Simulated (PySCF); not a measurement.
CH3Si, SMILES C[Si] (connectivity only; charge and spin as stated), charge +1, multiplicity 1. The structure is a stationary point at PBE-D3(BJ)/def2-TZVP. The multiplicity is an assumed one; other spin states were not compared. The isomer is the one that the SMILES or the coordinates give; other isomers of the formula were not compared.

Computed with PBE-D3(BJ)/def2-TZVP (PySCF 2.14.0).

Harmonic wavenumbers (cm⁻¹): 427, 427, 753, 1191, 1283, 1283, 2892, 2967, 2967. Rotational constants (GHz): 156.0, 13.60, 13.60; symmetry number 3.

**Question.** Work out the zero-point energy and the ideal-gas rigid-rotor harmonic-oscillator thermochemistry at 298.15 K and 1 atm.

**Answer.** ZPE = ½ Σ hcν = ½ × 14188 cm⁻¹ = 20.28 kcal/mol. H − E(el) = 23.09 kcal/mol. Entropy in cal/(mol K): translation 37.21, rotation 17.77, vibration 2.09, total 57.07. G − E(el) = 6.08 kcal/mol. Cp = 12.03 cal/(mol K).
